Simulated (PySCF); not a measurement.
Continuum solvent and chemical shifts

Cartesian coordinates in Å; atom numbers follow the order of the lines, from 1:
```xyz
15

C    -1.7200   -0.3642   -0.5688
O    -2.1823   -1.5237    0.1147
C    -1.1662   -1.4014    1.1036
C    -0.5928   -0.1472    0.4422
C     0.8775    0.0053    0.0492
O     0.9980    1.2283    0.7664
C    -0.3618    1.1709    1.1825
H    -1.3886   -0.5821   -1.6008
H    -2.4787    0.4391   -0.6039
H    -0.4857   -2.2726    1.1249
H    -1.5769   -1.2496    2.1187
H     1.5500   -0.7824    0.4359
H     1.0630    0.1273   -1.0339
H    -0.4685    1.1160    2.2816
H    -0.9567    2.0263    0.8127
```

GIAO PBE0/pcSseg-1 in PySCF 2.14.0 with density-fitted response routines on one PBE0-D3(BJ)/def2-SVP conformer, non-relativistic, equivalent nuclei averaged. Solvents enter as an IEF-PCM continuum (chloroform with ε = 4.7) around the gas-phase geometry. Shifts are referred to TMS computed in the same medium.

Gas phase, δ in ppm: C1/C3/C5/C7 81.8, C4 41.6, H8/H9/H10/H11/H12/H13/H14/H15 4.62. Dipole moment 0.00 D.

Question: How does each δ change in the continuum?

Answer: 
```csv
atoms,environment,"Δδ, chloroform"
C1/C3/C5/C7,sp3 CH2 bonded to O,+1.1
C4,quaternary sp3 carbon in a ring,+1.3
H8/H9/H10/H11/H12/H13/H14/H15,hydrogen on an sp3 CH2 bonded to O,+0.14
```

Changes are relative to the gas phase.

Question: Which nuclei move most (in ppm), and what does the model miss?

Answer: C4 (quaternary sp3 carbon in a ring, +1.3 ppm) in chloroform. A continuum only polarises the solute; specific hydrogen bonds, the anisotropy of aromatic solvents and changes of geometry or conformer are outside it.
